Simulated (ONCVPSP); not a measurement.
sulfur: one change to an ONCV potential, before and after

ONCVPSP 4.0.1 input, shortened (lines: element, Z, core and valence counts, functional; n l f; lmax; l rc ep ncon nbas qcut; lloc lpopt rc5 dvloc0; l nproj debl; icmod fcfact rcfact), LDA (Perdew-Zunger), non-relativistic:

```
  S 16.00    1    4        3      upf
    1    0    2.00
    2    0    2.00
    2    1    6.00
    3    0    1.00
    3    1    5.00
    2
    0    0.80    0.00    4    8   19.00
    1    0.65    0.00    5    8   18.60
    2    0.90    0.45    4    7    9.00
    4    5    0.50    3.00
    0    2    1.80
    1    2    1.70
    2    3    0.90
    1    0.70    0.00
```

All-electron outer shells of the reference configuration (LDA (Perdew-Zunger), non-relativistic, ld1.x):

```json
{"shell": "1s", "level (eV)": "-2390.27", "outermost node (bohr)": "–", "outermost maximum (bohr)": "0.06"}
{"shell": "2s", "level (eV)": "-210.88", "outermost node (bohr)": "0.13", "outermost maximum (bohr)": "0.39"}
{"shell": "2p", "level (eV)": "-157.84", "outermost node (bohr)": "–", "outermost maximum (bohr)": "0.33"}
{"shell": "3s", "level (eV)": "-17.83", "outermost node (bohr)": "0.60", "outermost maximum (bohr)": "1.40"}
{"shell": "3p", "level (eV)": "-7.66", "outermost node (bohr)": "0.58", "outermost maximum (bohr)": "1.59"}
```

Change: core [Ne], valence charge 6; reference 3s2 3p3; waves now 3s: rc 1.10 bohr, ncon 4, nbas 8, qcut 5.1 1/bohr, 2 projectors, debl 3.3 Ha; 3p: rc 1.35 bohr, ncon 4, nbas 9, qcut 6.3 1/bohr, 2 projectors, debl 2.1 Ha; d scattering state at 0.02 Ha: rc 1.30 bohr, ncon 4, nbas 9, qcut 6.7 1/bohr, 3 projectors, debl 1.1 Ha; local potential polynomial inside 0.75 bohr (lpopt 5, dvloc0 4 Ha).

Cutoffs: the cutoffs (Ha) at which the residual kinetic energy of the hardest occupied pseudo-wave falls to 1 and 0.1 mHa per electron; they do not see the model core or the augmentation charge, which bear on the density cutoff. Errors are all-electron minus pseudo energies relative to the spin-unpolarised reference configuration.

Task: What does the change do?

Result: The potential gets softer (222 Ha and 436 Ha → 113 Ha and 146 Ha); the bound ghosts move from d to d, s. The shells moved into the core no longer need plane waves of their own. Several settings change at once here, so the effects cannot be laid on one of them.

```csv
quantity,base,changed
"cutoff, loose",222 Ha,113 Ha
"cutoff, tight",436 Ha,146 Ha
loose cutoff by channel,"s 93 Ha, p 222 Ha","s 113 Ha, p 8.6 Ha"
bound ghosts,d,"s, d"
GHOST(+) flags under 300 eV,none,none
"largest error over its own tests, meV",+27,+37
"rms error of d²Exc/dni dnj with the model core, mHa",1.97,0.46
```

 A true bound ghost makes a file unfit for plane-wave use even where its test errors are small: the radial tests pick states by their node count and pass the ghost by.
